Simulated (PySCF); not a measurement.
CH6BFGeO, SMILES [GeH3][B](F)OC. Heavy atoms are numbered as in [B:1]([F:2])([GeH3:3])[O:7][CH3:8]. Hydrogens are named by the atom that carries them.

Coordinates come from a TPSSh-D3(BJ)/def2-SVP optimisation. The structure was generated by enumeration, and PubChem lists no compound with its InChIKey, so it may never have been made. One conformer was computed; it need not be the lowest.

Method: HF/pcSseg-1 (PySCF).

GIAO shieldings, no solvent; atoms alike by connectivity are averaged. δ = σ(ref) − σ: ¹¹B against BF3 (σ = 102.7 ppm); ¹⁹F against CFCl3 (σ = 238.5 ppm); ⁷³Ge against GeH4 (σ = 1776.1 ppm); ¹H against TMS (σ = 31.99 ppm); ¹⁷O against H2O (σ = 333.0 ppm); ¹³C against TMS (σ = 192.6 ppm), references at their B3LYP-D3(BJ)/def2-TZVP geometries, non-relativistic.

```
atoms       nucleus  count  δ (ppm)
----------  -------  -----  -------
B1              ¹¹B      1     22.5
F2              ¹⁹F      1        ?
Ge3 (GeH3)     ⁷³Ge      1    -30.6
H on C8          ¹H      3        ?
H on Ge3         ¹H      3     3.60
O7              ¹⁷O      1    128.6
C8 (CH3)        ¹³C      1        ?
```

**Question.** Fill in the missing entries. (Estimate from the structure and the level; the computed values follow.)

**Answer.** 
- H on C8, δ (ppm): 3.92
- F2, δ (ppm): -25.6
- C8 (CH3), δ (ppm): 53.5
